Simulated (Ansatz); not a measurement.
Species: CH₂Br₃Si (charge 0, doublet). It need not be the lowest isomer of its formula. 
Geometry from a B3LYP-D3(BJ)/def2-TZVP (Ansatz, a quantum-chemistry and plane-wave program) optimisation:
SMILES: [CH2][Si](Br)(Br)Br
```xyz
7

Si    -0.4983    -0.0154    -0.0939
C     -2.2768    -0.0768    -0.4612
Br     0.0457     1.9919     0.6822
Br     0.6868    -0.4007    -1.9393
Br     0.0187    -1.5661     1.4079
H     -2.8340    -1.0041    -0.4126
H     -2.8202     0.8035    -0.7813
```
Charge 0, spin multiplicity 2.

Basis-set convergence of Hartree-Fock and CCSD(T) correlation energies (hartree) with Ansatz. Cores are frozen in the correlated levels unless marked. Open shells are spin-unrestricted. No spin-orbit coupling. The frozen core is the preceding noble-gas configuration, with the filled d and f shells of earlier blocks. Non-relativistic.

| basis | functions | E(HF) | E(corr, CCSD(T)) |
|---|---|---|---|
| def2-SVP | 138 | -8044.26212 | -0.62360 |
| def2-TZVPP | 245 | … | … |

Problem. Some entries are withheld; supply them.

Solution. 
- def2-TZVPP, E(HF): -8045.36172
- def2-TZVPP, E(corr, CCSD(T)): -0.82412
